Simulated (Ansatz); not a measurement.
Gas-phase electronic energies from Ansatz, PBE0-D4/def2-TZVP geometries. CCSD(T)/CBS adds triple-zeta CCSD(T) − MP2 to the extrapolated MP2 energy (def2 sets, frozen cores). DFT in def2-TZVPP. B3LYP here is the variant with VWN-RPA as its local correlation; programs differ in this. Each species was taken in one conformer, which may not be the lowest.

`C[SiH](C)[AlH][NH2]` → `C[NH][Al]([CH3])[SiH3]`  (isomerisation)

`C[SiH](C)[AlH][NH2]`:

Cartesian coordinates in Å:
```
C -0.827 1.103 -1.230
Si 0.336 -0.297 -0.735
C 2.117 0.324 -0.752
Al -0.297 -1.270 1.432
N -1.780 -0.678 2.204
H -1.861 0.755 -1.292
H -0.790 1.918 -0.503
H -0.551 1.511 -2.207
H 0.230 -1.363 -1.784
H 2.818 -0.476 -0.505
H 2.259 1.130 -0.026
H 2.381 0.711 -1.740
H 0.496 -2.392 2.236
H -2.144 -1.004 3.085
H -2.385 0.029 1.819
```

`C[NH][Al]([CH3])[SiH3]`:

```xyz
15

C     1.956    0.126    1.390
N     1.155   -0.716    0.529
Al   -0.335   -0.341   -0.356
C    -1.161   -1.742   -1.438
Si   -1.245    1.931   -0.145
H     1.514    1.123    1.451
H     2.020   -0.263    2.413
H     2.980    0.249    1.018
H     1.543   -1.646    0.454
H    -1.231   -1.439   -2.487
H    -2.182   -1.947   -1.103
H    -0.603   -2.682   -1.400
H    -1.345    2.605   -1.474
H    -2.629    1.915    0.418
H    -0.436    2.828    0.731
```

(1) Is it downhill or uphill in electronic energy at CCSD(T)/CBS, and by how much? (Estimate.)

(2) What do these levels give: r2SCAN-D4, B3LYP-D4, ωB97X-V, ωB97M-V, r2SCAN, B3LYP, HF/def2-TZVPP, CCSD(T)/def2-TZVPP, HF/def2-QZVPP, MP2/def2-QZVPP, HF/CBS(def2), MP2/CBS(def2)? (Best estimate.)

Largest T1 diagnostic among the species: 0.012.

Answers

(1) Ansatz gave: Uphill: ΔE = +0.71 eV.

(2) Ansatz gave: r2SCAN-D4 0.70, B3LYP-D4 0.66, ωB97X-V 0.68, ωB97M-V 0.71, r2SCAN 0.69, B3LYP 0.63, HF/def2-TZVPP 0.66, CCSD(T)/def2-TZVPP 0.67, HF/def2-QZVPP 0.66, MP2/def2-QZVPP 0.76, HF/CBS(def2) 0.66, MP2/CBS(def2) 0.77 eV.
